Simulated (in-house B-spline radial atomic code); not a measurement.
The numbers below are computed, except where a source is named.
# Two electrons in InAs: a Gaussian well −V exp(−r²/w²) with V = 25.1 meV and w = 73.9 nm

For InAs the NSM archive of the Ioffe Institute lists m* = 0.023 m0 and ε = 15.15. In so narrow a gap the band flattens within tens of meV, so real spacings are smaller, by up to some tenths.

Effective-mass model with parabolic bands, a uniform dielectric constant, no image charges, no central-cell or spin-orbit terms. Two-electron levels come from full CI in B-splines with partial waves to l = 5 (up to 0.001 effective hartree above the limit).

Task: What are the effective units, and what is the potential in them?

Result: Ha* = 27211.386 meV × 0.023/15.15² = 2.727 meV and a* = 0.0529177 nm × 15.15/0.023 = 34.86 nm. V = 9.22 Ha* and w = 2.12 a*.

In these units the lowest s and p orbitals lie at -6.3954 and -4.6664, and their Coulomb and exchange integrals are J_ss = 1.0571, J_sp = 0.8571 and K_sp = 0.1662. Full CI gives -11.8064 for the ground singlet, -10.3894 for the sp triplet, -10.1116 for the sp singlet and -9.0151 for the lowest triplet of two s orbitals.

Task: What does it cost to add the second electron, to first order and exactly?

Result: To first order E = 2ε_s + J_ss = -11.7337, so the charging energy E(2) − 2E(1) is J_ss = 2.883 meV. CI gives -11.8064 − 2 × (-6.3954) = 0.9844, or 2.684 meV: relaxation and correlation lower it by 0.1983 meV, 6.9 % of J_ss. The s² configuration of one-electron orbitals holds 98.3 % of the state, and the mean radius is 31.5 nm. The second electron is bound by ε_s − E = 14.75 meV, against 17.44 meV for the first.

Task: How far above the singlet do the triplets lie?

Result: To first order the sp triplet lies at ε_s + ε_p + J_sp − K_sp = -10.3709, which is 3.716 meV above 2ε_s + J_ss. CI gives -10.3894 − (-11.8064) = 1.4170, or 3.864 meV, 82 % of the orbital spacing of 4.715 meV. The ss triplet lies 7.611 meV up, so the lower of the two is the sp one, and its gap equals k_BT at 44.8 K. The sp singlet-triplet splitting is 0.7577 meV, against 2K_sp = 0.9066 meV.
